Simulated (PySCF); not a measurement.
[ZrF6]2-: computed shieldings and shifts

[ZrF6]2-, [F6Zr]2-, point group Oh.

Geometry:
```
atom   x (Å)   y (Å)   z (Å)
 Zr1   0.000   0.000   0.000
  F2  -0.023  -0.012   2.022
  F3   0.023   0.012  -2.022
  F4   2.022   0.007   0.022
  F5  -2.022  -0.007  -0.022
  F6  -0.007   2.022   0.012
  F7   0.007  -2.022  -0.012
```

Total charge -2.

GIAO calculations in PySCF 2.14.0 with density-fitted response routines on the PBE0-D3(BJ)/def2-SVP structure: isolated species, scalar relativity only through the core potential, equivalent atoms averaged; basis pcSseg-1 (def2-TZVP on Zr).

Question: Give the isotropic shieldings (ppm) with B3LYP, PBE0.

Answer: 
```csv
atoms,environment,B3LYP,PBE0
F2/F3/F4/F5/F6/F7,fluorine bonded to Zr,148.5,158.5
HOMO–LUMO gap (eV),–,8.12,8.75
```

Question: And the chemical shifts, against references computed in the same way?

Answer: 
```json
{"atoms": "F2/F3/F4/F5/F6/F7", "nucleus, reference": "¹⁹F, CFCl3", "B3LYP": "23.4", "PBE0": "18.7"}
```

Question: Which part of the shielding of F2/F3/F4/F5/F6/F7 depends on the functional?

Answer: Diamagnetic: B3LYP 480, PBE0 479 ppm; paramagnetic: B3LYP -332, PBE0 -321 ppm. The diamagnetic part, set mainly by inner electrons, hardly moves; the paramagnetic part goes with low-lying magnetically allowed excitations and carries the spread.

The ion is multiply charged and has no counter-ions or solvent here.

Zr is described by an effective core potential, so it has no shielding of its own here; spin–orbit effects on the atoms bonded to it, which can be large, are absent, and the values of these neighbours are rough. Unscaled 19F shifts against computed CFCl3 carry errors that often reach 10 to 50 ppm.
